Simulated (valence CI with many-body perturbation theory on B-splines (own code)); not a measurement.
**P⁹⁺: calculated level list**

Method: configuration interaction combined with many-body perturbation theory (CI+MBPT): four valence electrons over a frozen Dirac-Fock core [He], radial functions for each j: 11 s, 11 p, 10 d, 8 f, 5 g, 2 h, with the one-electron correlation potential Σ1 (screened to all orders), the two-electron term Σ2, the three-electron term Σ3, Breit, model QED; selected single and double excitations, second order for the rest, scaled by the run's own slope (own B-spline code, finite nucleus).

No measured spectrum was set against this ion. As an estimate, levels of excited configurations hold to 0.05 to 0.15 % of their energy, terms of the ground configuration to about 0.5 %. Among the levels kept, up to 940 cm⁻¹ of a level comes from second order outside the variational space, and about a tenth of that is noise between levels of different J, which matters for small intervals.

Levels 136 to 176 of 176, with energies above the lowest level, 2s²2p² ³P_0. "Leading %" is the weight of the configuration and term that name the level; weights of strongly mixed levels are sums over their largest components and can fall short. In the jj column 3d3/2^4 stands for four electrons in 3d with j = 3/2. Lifetimes count E1, E2, E3, M1 and M2 decay at the calculated energies, and are blank where another channel may lead or the interval is too uncertain; long ones can be off by a factor of two.

```csv
No.,Configuration,Term,J,E (cm⁻¹),Leading %,Leading jj,Second component,Lifetime
136,2s2p²3d,³P,1,2493200,98,2s 2p1/2 2p3/2 3d5/2 (34 %),,917 fs
137,2s2p²3d,³P,2,2493600,97,2s 2p1/2 2p3/2 3d5/2 (39 %),,922 fs
138,2s2p²3p,³S°,1,2496000,79,2s 2p1/2 2p3/2 3p3/2 (24 %),17 % 2p³3s ³S°,3.70 ps
139,2s2p²3d,¹D,2,2502000,97,2s 2p1/2 2p3/2 3d5/2 (41 %),,958 fs
140,2s2p²3d,³S,1,2502200,95,2s 2p1/2 2p3/2 3d5/2 (37 %),,1.24 ps
141,2s2p²3d,¹P,1,2507800,96,2s 2p1/2 2p3/2 3d5/2 (41 %),,1.99 ps
142,2s2p²3p,¹D°,2,2517700,97,2s 2p1/2 2p3/2 3p3/2 (39 %),,17.5 ps
143,2s2p²3d,¹S,0,2526200,96,2s 2p1/2 2p3/2 3d5/2 (37 %),,1.60 ps
144,2p³3s,⁵S°,2,2531500,99,2p1/2 2p3/2^2 3s (55 %),,51.5 ps
145,2s2p²3p,¹P°,1,2535900,94,2s 2p3/2^2 3p3/2 (35 %),,11.0 ps
146,2s2p²3d,³D,2,2557400,80,2s 2p1/2^2 3d3/2 (31 %),14 % 2s2p²3d ³F,1.71 ps
147,2s2p²3d,³D,1,2557500,96,2s 2p3/2^2 3d3/2 (49 %),,1.94 ps
148,2s2p²3d,³D,3,2557700,83,2s 2p1/2^2 3d5/2 (43 %),13 % 2s2p²3d ³F,1.46 ps
149,2s2p²3d,³F,2,2564100,65,2s 2p1/2 2p3/2 3d3/2 (40 %),19 % 2s2p²3d ³D,3.19 ps
150,2s2p²3d,³F,3,2567900,79,2s 2p1/2 2p3/2 3d5/2 (29 %),14 % 2s2p²3d ³D,2.83 ps
151,2s2p²3d,³F,4,2569800,93,2s 2p3/2^2 3d5/2 (55 %),,3.36 ps
152,2s2p²3d,¹D,2,2575500,73,2s 2p3/2^2 3d3/2 (38 %),14 % 2s2p²3d ³F,5.74 ps
153,2p³3s,³S°,1,2580100,77,2p1/2 2p3/2^2 3s (42 %),20 % 2s2p²3p ³S°,3.75 ps
154,2s2p²3d,³D,1,2580500,54,2s 2p1/2 2p3/2 3d3/2 (51 %),40 % 2s2p²3d ¹P,1.29 ps
155,2s2p²3d,³D,2,2582600,82,2s 2p1/2 2p3/2 3d5/2 (32 %),11 % 2s2p²3d ¹D,2.66 ps
156,2s2p²3d,³D,3,2582800,92,2s 2p3/2^2 3d5/2 (42 %),,3.78 ps
157,2s2p²3d,¹P,1,2584000,54,2s 2p3/2^2 3d5/2 (36 %),41 % 2s2p²3d ³D,1.42 ps
158,2s2p²3d,³P,2,2596400,93,2s 2p1/2 2p3/2 3d5/2 (40 %),,656 fs
159,2s2p²3d,³P,1,2598300,94,2s 2p3/2^2 3d3/2 (35 %),,650 fs
160,2s2p²3d,³P,0,2598700,96,2s 2p3/2^2 3d3/2 (57 %),,643 fs
161,2s2p²3d,¹F,3,2602800,93,2s 2p1/2 2p3/2 3d5/2 (34 %),,502 fs
162,2p³3s,³D°,1,2615400,94,2p1/2 2p3/2^2 3s (43 %),,8.24 ps
163,2p³3s,³D°,2,2615500,94,2p1/2 2p3/2^2 3s (63 %),,8.22 ps
164,2p³3p,⁵P,1,2615700,98,2p1/2 2p3/2^2 3p1/2 (47 %),,5.42 ps
165,2p³3s,³D°,3,2615800,94,2p1/2 2p3/2^2 3s (94 %),,8.12 ps
166,2p³3p,⁵P,2,2616400,98,2p1/2 2p3/2^2 3p1/2 (30 %),,5.43 ps
167,2p³3p,⁵P,3,2617500,98,2p1/2 2p3/2^2 3p3/2 (54 %),,5.43 ps
168,2s2p²3d,¹D,2,2625300,92,2s 2p3/2^2 3d5/2 (28 %),,546 fs
169,2p³3s,¹D°,2,2634000,93,2p1/2 2p3/2^2 3s (73 %),5 % 2s2p²3p ¹D°,3.76 ps
170,2p³3p,³P,2,2641000,97,2p1/2 2p3/2^2 3p3/2 (40 %),,3.36 ps
171,2p³3p,³P,1,2641000,97,2p1/2^2 2p3/2 3p3/2 (33 %),,3.49 ps
172,2p³3p,³P,0,2641500,98,2p1/2 2p3/2^2 3p3/2 (84 %),,3.54 ps
173,2s²2p4s,³P°,0,2642900,95,2s^2 2p1/2 4s (95 %),,12.7 ps
174,2s²2p4s,³P°,1,2644200,81,2s^2 2p1/2 4s (90 %),14 % 2s²2p4s ¹P°,11.7 ps
175,2s²2p4s,³P°,2,2652500,95,2s^2 2p3/2 4s (95 %),,12.4 ps
176,2s²2p4s,¹P°,1,2656900,80,2s^2 2p3/2 4s (89 %),14 % 2s²2p4s ³P°,8.57 ps
```

Names give the largest LS component (configuration and term), which can be under half, so a name can repeat, a term be missing and a line seem to break the LS rules; names also repeat where a configuration has a term twice.
